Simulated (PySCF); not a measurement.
Input for PySCF: D3(BJ) and D4 dispersion corrections on C3H6S (a complex).

```python
from pyscf import gto
from pyscf.dispersion import dftd3, dftd4

mol = gto.M(
    atom='''
    S     0.17902421    0.15321057   -0.49990647
    H     0.31789063   -1.17979088   -0.42046149
    H     0.66804189    0.33445388    0.73996336
    C    -1.23713562   -0.30545990    3.08803861
    C     0.01971621   -0.04084957    3.28484105
    C     1.28086196    0.22725226    3.46358793
    H    -1.89337951   -0.56427196    3.91086375
    H    -1.66220434   -0.27035627    2.09108748
    H     1.61887147    1.23771054    3.66370522
    H     2.03322269   -0.55256754    3.42963490
    ''',
    basis='def2-svp',
    charge=0, spin=0, verbose=0, max_memory=1800)
d3, d4 = {}, {}
for xc in ['hf', 'pbe', 'blyp', 'revpbe', 'tpss', 'r2scan', 'b3lyp', 'pbe0', 'bhlyp', 'camb3lyp', 'b2plyp']:
    d3[xc] = float(dftd3.DFTD3Dispersion(mol, xc=xc, version='d3bj', atm=False).get_dispersion()['energy'])
    print(f'D3(BJ) {xc:10s} {d3[xc]:14.8f} Eh')
for xc in ['hf', 'pbe', 'blyp', 'revpbe', 'tpss', 'r2scan', 'b3lyp', 'pbe0', 'bhlyp', 'camb3lyp', 'b2plyp']:
    d4[xc] = float(dftd4.DFTD4Dispersion(mol, xc={'camb3lyp': 'cam-b3lyp'}.get(xc, xc), atm=True).get_dispersion()['energy'])
    print(f'D4     {xc:10s} {d4[xc]:14.8f} Eh')
```

The log:

```
D3(BJ) hf            -0.04729814 Eh
D3(BJ) pbe           -0.00637498 Eh
D3(BJ) blyp          -0.01308462 Eh
D3(BJ) revpbe        -0.01572151 Eh
D3(BJ) tpss          -0.00805827 Eh
D3(BJ) r2scan        -0.00198556 Eh
D3(BJ) b3lyp         -0.01068212 Eh
D3(BJ) pbe0          -0.00560521 Eh
D3(BJ) bhlyp         -0.00815553 Eh
D3(BJ) camb3lyp      -0.00514026 Eh
D3(BJ) b2plyp        -0.00494000 Eh
D4     hf            -0.01909452 Eh
D4     pbe           -0.00563472 Eh
D4     blyp          -0.01207482 Eh
D4     revpbe        -0.01746041 Eh
D4     tpss          -0.00759344 Eh
D4     r2scan        -0.00159289 Eh
D4     b3lyp         -0.00886441 Eh
D4     pbe0          -0.00486725 Eh
D4     bhlyp         -0.00641245 Eh
D4     camb3lyp      -0.00495027 Eh
D4     b2plyp        -0.00402255 Eh
```

The run finished.

Cost: roughly 0.05 core-seconds.
